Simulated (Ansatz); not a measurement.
Job for Ansatz (a program for electronic structure): R-CCSD(T)/aug-cc-pVDZ on GeH4 (SMILES [GeH4]) with ghost functions, monomers drawn apart or pushed together. The run froze 14 orbitals, filled d shells among them.

Ansatz 0.2 input:
```yaml
crystal:
  periodic: [false, false, false]
  atoms:
    - {symbol: Ge, position_ang: [-0.02289850, 0.44435310, 4.36222373]}
    - {symbol: H, position_ang: [-0.02626429, 1.79463406, 3.63304438]}
    - {symbol: H, position_ang: [1.22489076, -0.35661252, 3.96451774]}
    - {symbol: H, position_ang: [-1.28524224, -0.34702361, 3.99434379]}
    - {symbol: H, position_ang: [-0.00106742, 0.68763188, 5.88174572]}
basis:
  gaussian:
    orbitals: aug-cc-pVDZ
    ghost_atoms:
      - {symbol: C, position_ang: [0.37314402, 0.25876232, 0.06213617]}
      - {symbol: C, position_ang: [-0.34393599, -0.83910783, 0.24960452]}
      - {symbol: H, position_ang: [-0.07468209, 1.17791070, -0.29574088]}
      - {symbol: H, position_ang: [1.43727313, 0.28469253, 0.26315393]}
      - {symbol: H, position_ang: [0.10391927, -1.75658241, 0.61181444]}
      - {symbol: H, position_ang: [-1.40888836, -0.86497179, 0.05307955]}
magnetization: {spin_polarized: false}
correlation: {method: ccsd_t, electrons: outside_noble_gas}
scf: {lower_state_search: off}
```

**Question.** Give the final energy of this run.

**Answer.** -2077.7956 hartree (reference determinant -2077.6441, T1 diagnostic 0.010).

**Question.** How many basis functions does it have, and what does it roughly cost on one machine?

**Answer.** 154 functions; about 13 core-seconds (a rough figure).
